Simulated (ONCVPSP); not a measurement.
**nitrogen: one change to an ONCV potential, before and after**

ONCVPSP 4.0.1 input, shortened (lines: element, Z, core and valence counts, functional; n l f; lmax; l rc ep ncon nbas qcut; lloc lpopt rc5 dvloc0; l nproj debl; icmod fcfact rcfact), PBE, scalar-relativistic:

```
  N 7.00    1    2        4      upf
    1    0    2.00
    2    0    1.50
    2    1    3.50
    1
    0    1.10    0.00    4    8    7.60
    1    2.40    0.00    4    8    5.80
    4    3    0.85   -1.00
    0    2    1.30
    1    2    2.20
    3    4.75    1.65
```

Change: s: qcut 4.4.

Cutoffs: the cutoffs (Ha) at which the residual kinetic energy of the hardest occupied pseudo-wave falls to 1 and 0.1 mHa per electron; they do not see the model core or the augmentation charge, which bear on the density cutoff. Errors are all-electron minus pseudo energies relative to the spin-unpolarised reference configuration.

How do hardness, ghosts and transferability respond?

The potential gets harder (24 Ha and 46 Ha → 116 Ha and 145 Ha); of the 3 tests that both files solve, the error grows in 1 and shrinks in 0 by more than 15 % and 0.3 meV (median size 226.1 → 227.5 meV); neither file shows a bound ghost.

| quantity | base | changed |
| --- | --- | --- |
| cutoff, loose | 24 Ha | 116 Ha |
| cutoff, tight | 46 Ha | 145 Ha |
| loose cutoff by channel | s 24 Ha, p 12 Ha | s 116 Ha, p 12 Ha |
| bound ghosts | none | none |
| GHOST(+) flags under 300 eV | none | none |
| tests with a reliable result | 3 of 4 | 3 of 4 |
| error for 2s2 2p3, meV [ΔE -5.75 eV] | -8.2 | -10.0 |
| error for 2s2 2p2, meV [ΔE 7.84 eV] | +226 | +227 |
| error for 2s2 2p1, meV [ΔE 36.69 eV] | +1244 | +1260 |
| s: phases at 1.12 bohr within 0.05 rad from the reference energy up to (Ha; the scan ends near 5) | to the end of the scan | to the end of the scan |
| p: phases at 2.43 bohr within 0.05 rad from the reference energy up to (Ha; the scan ends near 5) | 4.0 | 4.0 |
| rms error of d²Exc/dni dnj with the model core, mHa | 1.97 | 2.51 |
